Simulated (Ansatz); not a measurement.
The lowest singlet and triplet of C4H4S (SMILES c1ccsc1); geometries from B3LYP-D3(BJ)/def2-TZVP, each state relaxed from the structure named, with no frequency check.
Singlet at the triplet's geometry (charge 0, multiplicity 1):
```csv
atom,x (Å),y (Å),z (Å)
C,0.4157,-1.3081,0.5970
C,-0.9037,-1.1063,0.4471
C,-1.2217,0.1630,-0.2082
S,0.2222,1.1747,-0.3740
C,1.2298,-0.2121,0.0704
H,0.8619,-2.1870,1.0405
H,-1.6754,-1.7988,0.7522
H,-2.0675,0.3126,-0.8658
H,2.2047,-0.3410,-0.3803
```

A positive gap puts the triplet lower; no zero-point energy. R- takes a restricted singlet. U- takes an unrestricted singlet (broken symmetry where lower, unprojected). The triplet is unrestricted in single-reference levels. Active spaces average the two states.

Frozen-core correlation.

Programs: Ansatz (Gaussian orbitals). 

| level | gap E(singlet) − E(triplet), vertical, at the triplet's geometry (kJ/mol) |
|---|---|
| U-SVWN5/def2-TZVPP | -225.7 |
| U-PBE0/def2-TZVPP | -177.6 |
| R-CCSD/cc-pV(D+d)Z | -182.5 |
| R-CCSD/cc-pV(T+d)Z | -178.5 |
| R-CCSD(T)/cc-pV(D+d)Z | -204.5 |
| R-CCSD(T)/cc-pV(T+d)Z | -203.7 |
| SA-CASSCF(6,5)/cc-pV(D+d)Z | -167.6 |
| FIC-NEVPT4(SD) on SA-CASSCF(6,5)/cc-pV(T+d)Z | ___ |
| FIC-MRCISD+Q on SA-CASSCF(6,5)/cc-pV(T+d)Z | ___ |

### Question
What belongs in the gaps?

### Answer

- FIC-NEVPT4(SD) on SA-CASSCF(6,5)/cc-pV(T+d)Z, gap E(singlet) − E(triplet), vertical, at the triplet's geometry (kJ/mol): -198.0
- FIC-MRCISD+Q on SA-CASSCF(6,5)/cc-pV(T+d)Z, gap E(singlet) − E(triplet), vertical, at the triplet's geometry (kJ/mol): -192.1

Doubts at one or more of the structures used: a restricted determinant that unrestricted orbitals would lower (R-CCSD/cc-pV(D+d)Z, R-CCSD/cc-pV(T+d)Z, R-CCSD(T)/cc-pV(D+d)Z, R-CCSD(T)/cc-pV(T+d)Z).

Ansatz is a quantum-chemistry and plane-wave program.
